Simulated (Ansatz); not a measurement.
Species, as SMILES: Cl[Se]Cl.
Atoms: Se1, Cl2, Cl3. Bonds: Se1-Cl2, Se1-Cl3.

Basis-set convergence of the highest harmonic wavenumber at PBE with Ansatz (a quantum-chemistry and plane-wave program). Each level at its own minimum, finite differences of forces, unscaled; the reference is a large set that could be run, not a limit. All functions are spherical. The program fits the integrals of some runs and decomposes those of others, by size. No added dispersion term, no relativity. Reference: the value in aug-pcseg-2, 408 cm⁻¹. Deviations are taken from unrounded values.

```csv
basis,functions,highest harmonic wavenumber (cm⁻¹)
pcseg-1,63,395
aug-pcseg-1,90,399
def2-SVP,68,396
def2-SVPD,95,394
cc-pV(D+d)Z,73,401
aug-cc-pV(D+d)Z,100,403
pcseg-2,111,407
aug-pcseg-2,159,408
cc-pV(T+d)Z,121,409
aug-cc-pV(T+d)Z,169,408
def2-TZVP,122,408
def2-TZVPD,149,409
def2-TZVPP,132,408
def2-TZVPPD,159,409
```

What the diffuse functions change, pair by pair:
- pcseg-1 to aug-pcseg-1: 27 more functions, deviation -12 to -9 cm⁻¹
- def2-SVP to def2-SVPD: 27 more functions, deviation -11 to -14 cm⁻¹
- cc-pV(D+d)Z to aug-cc-pV(D+d)Z: 27 more functions, deviation -7 to -5 cm⁻¹
- pcseg-2 to aug-pcseg-2: 48 more functions, deviation 0 to 0 cm⁻¹
- cc-pV(T+d)Z to aug-cc-pV(T+d)Z: 48 more functions, deviation 1 to 0 cm⁻¹
- def2-TZVP to def2-TZVPD: 27 more functions, deviation 1 to 2 cm⁻¹
- def2-TZVPP to def2-TZVPPD: 27 more functions, deviation 1 to 2 cm⁻¹

Leaving out the reference's own pair, they bring the value nearer the reference by more than 1 cm⁻¹ in 2 of 6 pairs.
